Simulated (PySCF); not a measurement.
C$_{3}$H$_{10}$Si, charge +1, doublet, at a GFN2-xTB geometry (a state made from the parent by changing its charge; the spin is typed, not shown lowest). Base run: PySCF with B3LYP/STO-3G.

The PySCF input:
```python
from pyscf import gto, scf, dft

mol = gto.M(
    atom='''
Si   -0.09004045    0.19550955    0.40782768
C    -0.75572686    1.48807674   -0.85697543
C     1.59996491   -0.20928248   -0.50392491
C    -0.68829051   -1.62051310    0.64814800
H    -0.23332220    0.83002552    1.72473783
H    -0.71155802    1.09867282   -1.87078784
H    -1.79130555    1.69404878   -0.59559516
H    -0.20264979    2.42342105   -0.81968458
H     2.16687217   -0.87585565    0.13653713
H     1.42900590   -0.67939526   -1.46720735
H     2.13212562    0.72584380   -0.63897701
H    -0.64059043   -2.17269530   -0.28685009
H    -1.72028968   -1.57954478    0.98942010
H    -0.10340694   -2.15134165    1.39533344
''',
    basis='sto-3g',
    charge=1,
    spin=1,
    verbose=4,
)

mf = dft.UKS(mol)
mf.xc = 'b3lyp'
mf.kernel()
mo_i, mo_e, stable_i, stable_e = mf.stability(internal=True, external=False, return_status=True, nroots=6, tol=1e-6)
print('internally stable:', stable_i, ' externally stable:', stable_e)
if not stable_i:
    umf = mf.copy()
    umf.scf_summary = {}
    umf.kernel(umf.make_rdm1(mo_i, mf.mo_occ))
mf.analyze()
```

The bond that is stretched is that between atoms 5 and 1. A test that says stable can miss a lower solution.

The base run was repeated with changes; each row names its change, and settings that it needs were set with it.

| change | ΔE vs base (mEh) | <S^2> | stability test says |
|---|---|---|---|
| base | 0.000 | 0.753 | internally stable (external not tested) |
| bond × 1.25 | 37.586 | 0.756 | internally stable (external not tested) |
| bond × 1.5 | 77.771 | 0.782 | internally stable (external not tested) |
| bond × 1.8 | 93.705 | 0.753 | internally stable (external not tested) |
| bond × 2.2 | 103.3 | 0.750 | internally stable (external not tested) |
| bond × 3.0 | 107.1 | 0.750 | internally stable (external not tested) |

On stretching, the SCF can end on different states; <S^2> shows the spin contamination of each.
